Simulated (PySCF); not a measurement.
## BCl₃ + 2 H₂O → BO(OH) + 3 HCl

Level: PBE0 in the def2-TZVP basis family, all electrons, no relativity, computed in PySCF with density fitting; open shells unrestricted.

```csv
species,state and structure,ZPE (kJ/mol),H(298 K) − H(0) (kJ/mol),S° (J/(mol K))
BCl₃,"singlet, D3h, B–Cl 1.737 Å (×3)",20.2,14.0,289.2
H₂O,"singlet, C2v, O–H 0.960 Å (×2); H–O–H 105.1°",56.5,9.9,188.7
BO(OH),"singlet, Cs, B–O 1.211 Å, B–O 1.322 Å, O–H 0.960 Å; B–O–H 117.0°, O–B–O 177.5°",53.6,11.4,242.8
HCl,"singlet, C∞v, H–Cl 1.279 Å",17.9,8.7,186.6
```

Question: Is the gas-phase reaction uphill or downhill in electronic energy at this level, and by how much?

Answer: At PBE0/def2-TZVP, ΔE = 88.7 kJ/mol, uphill. 

Question: Add zero-point, thermal and entropy terms for 298.15 K and 1 bar.

Answer: ΔZPE = -25.9 and Δ[H(298) − H(0)] = 3.7 kJ/mol give ΔH° = 66.5 kJ/mol. ΔS° = 136.0 J/(mol K), so ΔG° = 66.5 − 298.15 × (0.1360) = 26 kJ/mol and log₁₀K = -4.5. ΔG° would change sign near 490 K if ΔH° and ΔS° stayed fixed.

The structures come from searches over a few start shapes, so lower isomers are not excluded.
